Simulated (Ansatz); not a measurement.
Consider the cleavage of the Si–Sb bond: `[CH3][SbH][SiH3]` + `[CH3][AlH][OH]` → `[CH3][AlH][O][SiH3]` + `[CH3][SbH2]`.

Calculated with Ansatz (gas phase, PBE0-D4/def2-TZVP geometries, no zero-point term in ΔE). CCSD(T)/CBS is the MP2 limit (def2-TZVPP, def2-QZVPP) plus CCSD(T) − MP2 in def2-TZVPP, frozen cores. DFT in def2-TZVPP. B3LYP here is the variant with VWN-RPA as its local correlation; programs differ in this. def2 core potentials past Kr. For Sb outer-core shells are correlated without core-valence functions, which leaves a few kJ/mol of doubt a bond. Each species was taken in one conformer, which may not be the lowest.

`[CH3][SbH][SiH3]`:

Cartesian coordinates in Å:
```
C -1.150 -0.534 1.205
Sb -1.044 -0.424 -0.959
Si 1.432 0.267 -0.973
H -0.687 0.336 1.666
H -0.638 -1.439 1.531
H -2.197 -0.594 1.498
H -1.522 1.218 -1.029
H 1.814 0.788 -2.313
H 2.272 -0.926 -0.677
H 1.721 1.308 0.052
```

`[CH3][AlH][OH]`:

```xyz
8

C     0.461    0.852    0.818
Al   -0.411   -0.574   -0.170
O    -0.066   -0.707   -1.829
H    -0.275    1.556    1.221
H     1.157    1.414    0.192
H     1.015    0.458    1.676
H    -1.423   -1.616    0.475
H    -0.458   -1.381   -2.382
```

`[CH3][AlH][O][SiH3]`:

```xyz
11

C     0.388    1.509   -1.565
Al   -0.950    0.661   -0.442
O    -0.488   -0.544    0.647
Si    0.219   -1.670    1.573
H     1.278    0.888   -1.694
H     0.715    2.455   -1.118
H    -0.010    1.752   -2.554
H    -2.487    1.037   -0.458
H     0.310   -1.193    2.980
H     1.596   -1.967    1.087
H    -0.571   -2.930    1.545
```

`[CH3][SbH2]`:

```xyz
7

C     0.510   -0.660   -0.257
Sb   -1.315    0.468    0.006
H     0.390   -1.634    0.216
H     0.680   -0.805   -1.324
H     1.358   -0.140    0.183
H    -0.614    1.952   -0.477
H    -1.009    0.819    1.653
```

```tsv
species	B3LYP energy (Eh)
`[CH3][SbH][SiH3]`	-572.19126
`[CH3][AlH][OH]`	-358.91498
`[CH3][AlH][O][SiH3]`	-649.68235
`[CH3][SbH2]`	-281.45411
```

Problem. Work out ΔE.

Solution. ΔE = (-649.68235) + (-281.45411) − (-572.19126) − (-358.91498) = -0.03022 Eh = -19.0 kcal/mol. CCSD(T)/CBS gives -17.1 kcal/mol.

Problem. What do rigid-rotor, harmonic-oscillator terms from PBE0-D4/def2-TZVP frequencies (298.15 K, 1 bar) make of the CCSD(T)/CBS value? (An estimate is asked.)

Solution. Ansatz gave: ΔZPE = -1.4 kcal/mol, ΔH = -18.4 kcal/mol, ΔS = 26 J/(mol·K), ΔG = -20.3 kcal/mol. Modes under 50 cm⁻¹ make the entropy rough.

Largest T1 diagnostic among the species: 0.013.

In def2-TZVPP, CCSD(T) changes the Hartree–Fock value by +6.9 kcal/mol (the triples alone add +1.1 kcal/mol) and MP2 by +7.5 kcal/mol. From PBE to PBE0 (25 % exact exchange), in def2-TZVPP and without D4, ΔE moves by −1.9 kcal/mol.
